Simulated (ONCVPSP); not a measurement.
**An all-electron radial function and its pseudo partner (Lu (Z = 71))**

Columns: radius, all-electron u(r) and pseudo u(r) of the 5s shell (level -88.03 eV) of lutetium in the configuration [Kr] 4d10 4f14 5s2 5p6; LDA (Perdew-Wang 92), scalar-relativistic, ONCV scheme, ONCVPSP 4.0.1.

```
r (bohr)  all-electron  pseudo
   0.082       -0.1037  0.0419
   0.165        0.3934  0.0939
   0.248       -0.0569  0.1617
   0.330       -0.5049  0.2452
   0.413       -0.5588  0.3437
   0.495       -0.3145  0.4506
   0.578        0.0522  0.5647
   0.660        0.4076  0.6801
   0.742        0.6969  0.7936
   0.825        0.9043  0.8992
   0.908        1.0303  0.9853
   0.990        1.0874  1.0411
   1.072        1.0934  1.0615
   1.155        1.0618  1.0456
   1.238        1.0050  0.9990
   1.320        0.9337  0.9321
   1.402        0.8545  0.8542
   1.485        0.7717  0.7716
   1.568        0.6900  0.6898
   1.650        0.6126  0.6125
   1.733        0.5393  0.5392
   1.815        0.4727  0.4726
   1.898        0.4115  0.4114
   1.980        0.3572  0.3571
   2.062        0.3089  0.3088
   2.145        0.2656  0.2656
```

(1) How many radial nodes do the two functions have?

(2) At about which radius was the pseudo-wave matched?

(3) Where does each function peak?

(4) Is the pseudo-wave norm-conserving?

Results:

(1) The all-electron 5s function has n − l − 1 = 4 (the table is too coarse to show those close to the nucleus); the pseudo-wave has 0, since the states of the same l below it are removed with the core.

(2) 1.60 bohr. The columns agree to 0.0005 from 1.40 bohr on; several derivatives are matched, so the curves merge somewhat inside the radius.

(3) Outermost all-electron maximum near 1.07 bohr, pseudo maximum near 1.07 bohr (to the table’s step).

(4) Yes: the ONCV scheme keeps the norm inside the radius equal to the all-electron one, which fixes the energy derivative of the logarithmic derivative at the level.
